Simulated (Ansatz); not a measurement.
Relaxation of C3H10OSSi (16 atoms, charge 0, multiplicity 1), to a largest force component of 0.02 eV/Å in at most 40 steps.

The calculation used UKS B3LYP/STO-3G (Ansatz 0.2.0).

```xyz
16
Properties=species:S:1:pos:R:3:forces:R:3
C 0.209 1.015 2.048 -2.11 3.07 0.18
O -0.295 0.190 1.003 -1.50 -2.41 0.27
C 0.228 0.525 -0.296 2.39 0.24 -0.47
Si 1.767 -0.535 -0.909 -2.52 -1.50 -0.23
S -1.064 0.498 -1.578 -0.68 0.92 -0.94
C -2.004 -0.936 -1.030 -0.05 -0.84 0.62
H 1.277 1.030 2.124 1.76 -0.13 0.36
H -0.137 2.101 1.840 0.71 -1.08 0.50
H -0.269 0.739 3.023 0.37 -0.32 -0.54
H 0.625 1.560 -0.247 -0.23 0.33 -0.39
H 2.214 -0.047 -2.184 0.12 0.15 -0.12
H 1.313 -1.964 -1.052 0.57 1.32 0.06
H 2.770 -0.471 0.053 1.29 0.06 0.92
H -2.821 -1.134 -1.741 0.09 0.09 -0.11
H -1.367 -1.852 -0.972 -0.43 0.40 0.11
H -2.469 -0.740 -0.040 0.23 -0.30 -0.22
```

Q: Where does it end, and by what steps?

A: It converged. The force dipped under the threshold on the way, but the program's further checks kept it going. Limits of this set-up: minimal basis. After 21 steps the energy has fallen by 0.489 eV; H8 moved furthest, 0.68 Å.

| step | energy less start (eV) | largest force component (eV/Å) | accepted |
| --- | --- | --- | --- |
| 0 | 0.0000 | 3.067 | yes |
| 1 | -0.3883 | 0.710 | yes |
| 2 | -0.4563 | 0.283 | yes |
| 3 | -0.4692 | 0.143 | yes |
| 4 | -0.4766 | 0.153 | yes |
| 5 | -0.4804 | 0.102 | yes |
| 6 | -0.4837 | 0.093 | yes |
| 7 | -0.4850 | 0.105 | yes |
| 8 | -0.4862 | 0.073 | yes |
| 9 | -0.4872 | 0.059 | yes |
| 10 | -0.4875 | 0.066 | yes |
| 11 | -0.4878 | 0.030 | yes |
| 12 | -0.4880 | 0.015 | yes |
| 13 | -0.4882 | 0.027 | yes |
| 14 | -0.4883 | 0.057 | yes |
| 15 | -0.4885 | 0.036 | yes |
| 16 | -0.4887 | 0.014 | yes |
| 17 | -0.4891 | 0.021 | yes |
| 18 | -0.4831 | 0.345 | no |
| 19 | -0.4889 | 0.040 | no |
| 20 | -0.4891 | 0.003 | yes |
| 21 | -0.4894 | 0.014 | yes |

```xyz
16
Properties=species:S:1:pos:R:3
C 0.349 1.048 2.062
O -0.544 0.478 1.044
C 0.068 0.688 -0.299
Si 1.527 -0.498 -0.703
S -1.313 0.648 -1.523
C -1.894 -1.061 -1.233
H 1.334 0.533 2.116
H 0.538 2.132 1.902
H -0.163 0.920 3.035
H 0.452 1.732 -0.372
H 1.912 -0.303 -2.082
H 1.151 -1.878 -0.504
H 2.668 -0.205 0.135
H -2.848 -1.188 -1.766
H -1.190 -1.821 -1.608
H -2.069 -1.247 -0.161
```

Run time: 110 s on 1 thread of Intel(R) Xeon(R) Platinum 8375C CPU @ 2.90GHz (Ice Lake), on a shared host, peak memory 0.21 GiB.
